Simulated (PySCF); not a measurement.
**Radial density of Cr⁺ (chromium, charge +1)**

UHF, [Ar] 3d5, high-spin 6S determinant. Calculation: PySCF 2.14, in x2c-TZVPall (6s5p4d1f, 48 functions); scalar relativity by spin-free X2C-1e.

```json
{"r (bohr)": "0.00114", "4πr²ρ (e/bohr)": "0.1982", "4πr²(ρα − ρβ)": "0.0000"}
{"r (bohr)": "0.00192", "4πr²ρ (e/bohr)": "0.5052", "4πr²(ρα − ρβ)": "0.0000"}
{"r (bohr)": "0.00323", "4πr²ρ (e/bohr)": "1.272", "4πr²(ρα − ρβ)": "-0.0001"}
{"r (bohr)": "0.00543", "4πr²ρ (e/bohr)": "3.083", "4πr²(ρα − ρβ)": "-0.0003"}
{"r (bohr)": "0.00914", "4πr²ρ (e/bohr)": "6.986", "4πr²(ρα − ρβ)": "-0.0006"}
{"r (bohr)": "0.0154", "4πr²ρ (e/bohr)": "14.11", "4πr²(ρα − ρβ)": "-0.0011"}
{"r (bohr)": "0.0259", "4πr²ρ (e/bohr)": "23.56", "4πr²(ρα − ρβ)": "-0.0016"}
{"r (bohr)": "0.0435", "4πr²ρ (e/bohr)": "28.79", "4πr²(ρα − ρβ)": "-0.0016"}
{"r (bohr)": "0.0731", "4πr²ρ (e/bohr)": "24.08", "4πr²(ρα − ρβ)": "-0.0001"}
{"r (bohr)": "0.123", "4πr²ρ (e/bohr)": "23.55", "4πr²(ρα − ρβ)": "0.0194"}
{"r (bohr)": "0.207", "4πr²ρ (e/bohr)": "31.46", "4πr²(ρα − ρβ)": "0.1979"}
{"r (bohr)": "0.348", "4πr²ρ (e/bohr)": "17.39", "4πr²(ρα − ρβ)": "1.0632"}
{"r (bohr)": "0.585", "4πr²ρ (e/bohr)": "11.21", "4πr²(ρα − ρβ)": "2.8209"}
{"r (bohr)": "0.985", "4πr²ρ (e/bohr)": "11.79", "4πr²(ρα − ρβ)": "3.4263"}
{"r (bohr)": "1.66", "4πr²ρ (e/bohr)": "3.252", "4πr²(ρα − ρβ)": "1.8018"}
{"r (bohr)": "2.79", "4πr²ρ (e/bohr)": "0.3933", "4πr²(ρα − ρβ)": "0.3611"}
{"r (bohr)": "4.69", "4πr²ρ (e/bohr)": "0.02227", "4πr²(ρα − ρβ)": "0.0222"}
```

Densities and radii are taken from the X2C orbitals without a picture-change correction, which distorts them close to the nucleus.
